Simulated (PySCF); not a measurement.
Worked example: oscillator strength and radiative lifetime

1-butanol (C4H10O), SMILES C(CCO)C.

Geometry: PBE0-D3(BJ)/def2-SVP. The values are those of a single conformer.

PySCF with TDDFT-PBE/def2-SVPD puts the first singlet state with f over 0.02 at 7.38 eV (vertical), with the transition dipole (-0.358, 0.130, 0.000) in atomic units.

### Question
Find the oscillator strength, the wavelength and the radiative lifetime that this transition would have in vacuum if emission retraced absorption.

### Answer

|μ|² = 0.1451 au, so |μ| = 0.97 D. ΔE = 7.38/27.211 = 0.2712 hartree. f = (2/3) ΔE |μ|² = 0.026 (the program prints 0.026).
λ = 1239.84/7.38 = 168 nm; ν = 59524 cm⁻¹.
Einstein's coefficient A = 0.6670 ν² f s⁻¹ (ν in cm⁻¹) = 6.2e7 s⁻¹, so τ = 1/A = 16 ns. This state is S4; the lower singlets have f = 0.000, 0.002, 0.017. The figure is the radiative limit of this one transition; relaxation, internal conversion, crossing to triplets and a medium change what is measured.
